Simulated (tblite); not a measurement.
Isomers of C7H8ClP. Computed values, GFN2-xTB/tblite, gas phase, harmonic and unscaled. This tight-binding method is rough: wavenumbers can miss measured ones by several per cent, in bad cases by 10 to 20. Modes of hydrogen on phosphorus can be 10 to 20 % off. One conformer each.

Electronic energies: GFN2-xTB at the same geometries; isomer energies are rough at this level and their order can be wrong.

```csv
SMILES,"electronic energy, lowest = 0 (kJ/mol)"
CPc1ccc(Cl)cc1,4.3
Cc1ccc(Cl)c(C)p1,3.7
Cc1cc(Cl)cpc1C,0.0
```

**Question.** How do GFN2-xTB zero-point energies change the relative energies?

**Answer.** 
| SMILES | ZPE (kJ/mol) | of it from modes above 1550 cm⁻¹ | electronic (kJ/mol) | with ZPE, lowest = 0 (kJ/mol) | lowest mode (cm⁻¹) | rings |
| --- | --- | --- | --- | --- | --- | --- |
| Cc1cc(Cl)cpc1C | 334.2 | 145.1 | 0.0 | 3.9 | 88 | 1 |
| Cc1ccc(Cl)c(C)p1 | 333.3 | 154.1 | 3.7 | 6.7 | 80 | 1 |
| CPc1ccc(Cl)cc1 | 326.0 | 160.0 | 4.3 | 0.0 | 29 | 1 |

The zero-point energies span 8.2 kJ/mol, from `CPc1ccc(Cl)cc1` to `Cc1cc(Cl)cpc1C`. With it `CPc1ccc(Cl)cc1` becomes the lowest.

**Question.** What do entropy and thermal enthalpy add at 298.15 K and 1 bar (rigid rotor, harmonic oscillator, one conformer each)?

**Answer.** 
```
          SMILES  point group  symmetry number  S (J/(mol K))  H − H(0) (kJ/mol)  ZPE + H − H(0) − TS (kJ/mol)
  Cc1cc(Cl)cpc1C           Cs                1          399.5              27.48                         242.6
Cc1ccc(Cl)c(C)p1           Cs                1          406.4              28.14                         240.2
  CPc1ccc(Cl)cc1           C1                1          410.3              27.44                         231.1
```
